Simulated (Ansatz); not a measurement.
Saddle point of SiN₂H₇F, closed shell (SiN₂H₆ ([NH2][SiH2][NH2]) + HF → SiNH₄F ([NH2][SiH2][F]) + NH₃; bonds formed: Si1–F7, N2–H6; bonds broken: Si1–N2, H6–F7), PBE0-D4/def2-TZVP structure:

```
atom    x (Å)    y (Å)    z (Å)
 Si1  -0.1028  -0.6364   0.2428
  N2   1.1432   0.2399  -0.8095
  H3  -0.4519  -1.8098  -0.6275
  H4   0.6479  -1.2120   1.3770
  N5  -1.5959   0.1541   0.3210
  H6   1.1208   1.0330   0.0527
  F7   0.5778   1.2356   1.1704
  H8   2.0293  -0.2362  -0.9269
  H9   0.7958   0.5505  -1.7080
 H10  -1.7210   0.9659   0.9005
 H11  -2.4434  -0.2845   0.0075
```

Energies are electronic, without zero-point energy. Barriers and step energies count from the start structure reached by relaxing down the imaginary mode; all methods use the PBE0-D4 structures, on which another method's saddle can fall below an end. Computed with Ansatz 0.2.0 (basis: def2-TZVPP, with def2-QZVPP for the basis limit); correlated methods freeze the cores. B3LYP uses VWN-RPA correlation. Extrapolation: Hartree–Fock as exp(−7.88 √X), correlation as X^−2.97.

```tsv
method	barrier (eV)	step energy (eV)
SPW92	0.275	-0.334
PBE-D4	0.468	-0.489
BLYP-D4	0.560	-0.573
r2SCAN-D4	0.501	-0.576
B97M-V	0.587	-0.683
PBE0-D4	0.560	-0.519
B3LYP-D4	0.616	-0.595
r2SCAN0-D4	0.575	-0.582
BHLYP-D4	0.702	-0.654
CAM-B3LYP-D4	?	-0.602
wB97X-V	0.577	-0.614
wB97M-V	0.557	-0.630
B2PLYP	?	-0.631
PBE-QIDH	0.607	-0.564
RPA on PBE	0.630	-0.649
HF	?	-0.841
MP2	0.622	-0.584
CCSD	0.701	-0.651
CCSD(T)	0.646	-0.617
```

Q: Fill in the withheld barriers. (An estimate is asked for; the value comes from the calculation.)

A: By the calculation: CAM-B3LYP-D4 0.587; HF 0.963; B2PLYP 0.624 eV. Each is the energy of the saddle less that of the start structure, by the same method.

For comparison, the barrier by CCSD(T) at an estimated basis limit (MP2 extrapolated from triple and quadruple zeta, plus CCSD(T) − MP2 in triple zeta) is 0.637 eV.

The T1 diagnostic stays at or below 0.012.

Steps of this kind, hydrogen fluoride cutting a network bond, underlie vapour etching and the fluorination step of atomic layer etching.

Labels in which every atom is bracketed show which atoms are joined, not bond orders.

For scale, one of the runs: CCSD(T)/def2-TZVPP, 233 basis functions, launched by `ansatz run in.yaml --threads 4 --pin off --events-out ev --progress --plain --max-ram 9574MiB`. The run took 91 s on 4 CPU threads of an Arm Neoverse V1 (shared host), with 4.2 GiB of host memory at its peak.
